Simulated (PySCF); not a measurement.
Exact simulation of a proton spin system

Molecule: SMILES c1c(CC)cco1, C₆H₈O.

Bonds (- single, = double, # triple, : aromatic): C1-C2 1.526 Å, C2-C3 1.496 Å, C3:C4 1.437 Å, C4:C5 1.362 Å, C5:O6 1.347 Å, O6:C7 1.350 Å, C7:C3 1.365 Å. C1 carries H8, H9, H10; C2 carries H11, H12; C4 carries H13; C5 carries H14; C7 carries H15.

[PySCF 2.14: coordinates at the PBE0-D3(BJ)/def2-SVP level; J couplings at B3LYP/pcJ-1 (without the spin–dipole term); GIAO KT3/pcSseg-2 shieldings; one computed conformer; non-relativistic Hamiltonian; rapidly exchanging positions averaged; in vacuum]

Shifts are taken against calculated references (same method and geometry level): 1H vs TMS.

Shifts (ppm): H8/H9/H10 1.17, H11/H12 2.55, H13 6.42, H14 7.42, H15 7.31.
Couplings (Hz): H8–H9, H8–H10, H9–H10: -13.8; H8–H11, H8–H12, H9–H11, H9–H12, H10–H11, H10–H12: 8.5; H8–H15, H9–H15, H10–H15: -0.1; H11–H12: -15.4; H11–H13, H12–H13: -0.5; H11–H14, H12–H14: 0.5; H11–H15, H12–H15: -1.0; H13–H14: 2.2; H13–H15: 0.7; H14–H15: 1.5.

The 8-spin Hamiltonian (Zeeman plus full scalar coupling among like nuclei) was diagonalised exactly; lines are Lorentzian, 0.5 Hz wide, and the maxima above 3 % are listed with the tallest set to 100.

(1) Give the 1H peak list of this spin system at 60 MHz.

(2) And at 600 MHz?

(3) Among coupled protons with different shifts, which pair is furthest from first order, and how does the field change that?

Results:

(1) 
```csv
Hz,ppm,height
447.2,7.453,16
446.7,7.445,13
445.6,7.427,30
445.1,7.418,27
443.9,7.398,18
443.5,7.391,26
440.6,7.343,13
439.7,7.328,28
438.9,7.315,33
438.1,7.302,27
437.4,7.290,20
436.5,7.275,9
386.6,6.442,27
386.0,6.433,28
385.5,6.424,17
385.0,6.416,16
384.4,6.407,26
383.8,6.397,26
167.5,2.791,4
167.0,2.783,5
166.5,2.775,7
166.2,2.769,7
165.7,2.762,5
165.2,2.753,5
158.7,2.644,17
158.2,2.637,23
157.7,2.628,26
157.2,2.620,23
156.8,2.612,17
149.7,2.495,28
149.2,2.487,29
148.8,2.479,26
148.3,2.472,20
142.1,2.368,8
141.0,2.350,13
140.5,2.342,11
140.0,2.333,8
79.0,1.316,35
78.2,1.302,58
77.5,1.292,35
70.2,1.170,100
69.5,1.157,69
62.2,1.037,23
61.4,1.023,38
60.4,1.006,20
```

(2) 
```json
{"Hz": "4453.9", "ppm": "7.423", "height": "11"}
{"Hz": "4453.4", "ppm": "7.422", "height": "8"}
{"Hz": "4452.8", "ppm": "7.421", "height": "9"}
{"Hz": "4452.3", "ppm": "7.421", "height": "16"}
{"Hz": "4451.8", "ppm": "7.420", "height": "16"}
{"Hz": "4451.2", "ppm": "7.419", "height": "9"}
{"Hz": "4450.7", "ppm": "7.418", "height": "9"}
{"Hz": "4450.2", "ppm": "7.417", "height": "12"}
{"Hz": "4449.8", "ppm": "7.416", "height": "7"}
{"Hz": "4388.1", "ppm": "7.313", "height": "6"}
{"Hz": "4387.1", "ppm": "7.312", "height": "13"}
{"Hz": "4386.4", "ppm": "7.311", "height": "17"}
{"Hz": "4385.6", "ppm": "7.309", "height": "16"}
{"Hz": "4384.9", "ppm": "7.308", "height": "13"}
{"Hz": "4383.9", "ppm": "7.307", "height": "6"}
{"Hz": "3853.4", "ppm": "6.422", "height": "15"}
{"Hz": "3852.8", "ppm": "6.421", "height": "16"}
{"Hz": "3852.3", "ppm": "6.421", "height": "9"}
{"Hz": "3851.7", "ppm": "6.420", "height": "9"}
{"Hz": "3851.2", "ppm": "6.419", "height": "16"}
{"Hz": "3850.6", "ppm": "6.418", "height": "15"}
{"Hz": "1543.3", "ppm": "2.572", "height": "6"}
{"Hz": "1542.8", "ppm": "2.571", "height": "6"}
{"Hz": "1542.4", "ppm": "2.571", "height": "6"}
{"Hz": "1534.8", "ppm": "2.558", "height": "17"}
{"Hz": "1534.3", "ppm": "2.557", "height": "19"}
{"Hz": "1533.9", "ppm": "2.556", "height": "17"}
{"Hz": "1526.3", "ppm": "2.544", "height": "18"}
{"Hz": "1525.8", "ppm": "2.543", "height": "19"}
{"Hz": "1525.4", "ppm": "2.542", "height": "18"}
{"Hz": "1517.8", "ppm": "2.530", "height": "6"}
{"Hz": "1517.3", "ppm": "2.529", "height": "7"}
{"Hz": "1516.9", "ppm": "2.528", "height": "6"}
{"Hz": "710.5", "ppm": "1.184", "height": "50"}
{"Hz": "702.0", "ppm": "1.170", "height": "100"}
{"Hz": "693.5", "ppm": "1.156", "height": "48"}
```

(3) H8 and H11: Δν/J is about 9.7 at 60 MHz (intermediate, with clear roofing) and 97.4 at 600 MHz (close to first order). J in Hz doesn't depend on the field, while Δν in Hz grows in proportion to it.

Unscaled 3J(H,H) at this level run about 10 % above measured values.
